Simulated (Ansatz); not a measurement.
Two structures of BH₂ClOF₂, closed shell, reached by relaxing down either side of one saddle point (PBE0-D4/def2-TZVP). Energies are electronic, without zero-point energy. Computed with Ansatz 0.2.0 (basis: def2-TZVPP and def2-QZVPP); correlated methods freeze the cores. Extrapolation: Hartree–Fock as exp(−7.88 √X), correlation as X^−2.97. First:

```xyz
7
angstrom
B 0.0485 -0.6621 0.2478
Cl 1.8282 -0.6481 -0.1750
F -0.7492 -1.2833 -0.6471
F -0.2237 -0.8692 1.5391
H 0.4153 1.4763 -0.1472
O -0.3979 0.9727 -0.0029
H -0.9212 1.0136 -0.8146
```

Second:

| atom | x (Å) | y (Å) | z (Å) |
| --- | --- | --- | --- |
| B1 | -0.9525 | -0.6798 | 0.3418 |
| Cl2 | 2.8672 | 1.2258 | -0.1826 |
| F3 | -2.2299 | -0.9039 | 0.0847 |
| F4 | -0.3553 | -1.3713 | 1.2848 |
| H5 | 1.6599 | 0.7741 | -0.1698 |
| O6 | -0.2419 | 0.2457 | -0.3429 |
| H7 | -0.7474 | 0.7092 | -1.0161 |

Problem. Which bonds change from the first to the second?

Solution. BClF₂ ([F][B]([F])[Cl]) + H₂O → BHOF₂ ([OH][B]([F])[F]) + HCl; bonds formed: Cl2–H5; dative contacts that become bonds: B1–O6; bonds broken: B1–Cl2, H5–O6.

Problem. Give the saddle point's structure and its height above each. (To be estimated.)

Solution. Computed: 0.808 eV above the first and 1.125 eV above the second (CCSD(T) at an estimated basis limit (MP2 extrapolated from triple and quadruple zeta, plus CCSD(T) − MP2 in triple zeta)).
```
atom    x (Å)    y (Å)    z (Å)
  B1  -0.2541  -0.5292   0.2748
 Cl2   1.8870  -0.1674  -0.2400
  F3  -0.7698  -1.3165  -0.6587
  F4  -0.2600  -0.8994   1.5380
  H5   0.7714   0.8975  -0.1950
  O6  -0.4355   0.9232   0.0438
  H7  -0.9391   1.0918  -0.7628
```

The T1 diagnostic stays at or below 0.012.

The step is the kind of ligand exchange by which a precursor binds to a hydroxyl group, or is hydrolysed, in atomic layer deposition of oxides.

Labels in which every atom is bracketed show which atoms are joined, not bond orders.

For scale, one of the runs: CCSD(T)/def2-TZVPP, 194 basis functions, launched by `ansatz run in.yaml --threads 4 --pin off --events-out ev --progress --plain --max-ram 9574MiB`. The run took 83 s on 4 CPU threads of an Intel Xeon (shared host), with 2.4 GiB of host memory at its peak.
